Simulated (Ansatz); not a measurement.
Clusters of 7 atoms, IV-VI: PBE0-D4/def2-SVP single points in Ansatz on relaxed structures, gas phase. Each cluster is the lowest isomer that a short search found in that spin, judged at the geometry's level, and lower ones may exist. Core potentials for Pb, Sn, Te, no spin–orbit coupling. HOMO and LUMO are taken over both spins. Levels of anions in sets without diffuse functions are rough. The structures are stationary points that may keep the symmetry of their start. Remarks come from the PBE and PBE0 runs and from stability tests at other levels; not every state was tested.

```
                  species  atoms    state            geometry  HOMO (eV)  LUMO (eV)  gap (eV)  point group (within 0.1 Å)                        remarks
 Sn3O4 (with an O–O bond)      7  singlet  r2SCAN-D4/def2-SVP      -6.82      -2.09      4.74                           –  restricted SCF unstable in HF
                    Pb4O3      7  singlet     PBE-D4/def2-SVP      -4.70      -1.55      3.15                         C3v  restricted SCF unstable in HF
                   Pb2S5⁻      7  doublet    PBE-D4/def2-SVPD      -1.46       0.48      1.94                           –                              –
                   Ge3O4⁺      7  doublet  r2SCAN-D4/def2-SVP     -13.66      -9.66      4.00                          Cs                              –
                   Ge2S5⁻      7  doublet  B3LYP-D4/def2-SVPD      -2.36      -0.38      1.98                          Cs                              –
                  Si3Se4⁺      7  doublet     PBE-D4/def2-SVP     -11.02      -8.73      2.29                           –                              –
                   Sn4Te3      7  singlet  r2SCAN-D4/def2-SVP      -5.71      -2.39      3.32                         C3v                              –
Pb3O4⁺ (with an O–O bond)      7  doublet    PBE0-D4/def2-SVP     -10.19      -7.14      3.05                           –                              –
                   Ge3Se4      7  singlet     PBE-D4/def2-SVP      -6.16      -2.64      3.52                          Cs                              –
```

The gap (eV) runs from 1.94 (Pb2S5⁻) to 4.74 (Sn3O4 (with an O–O bond)).
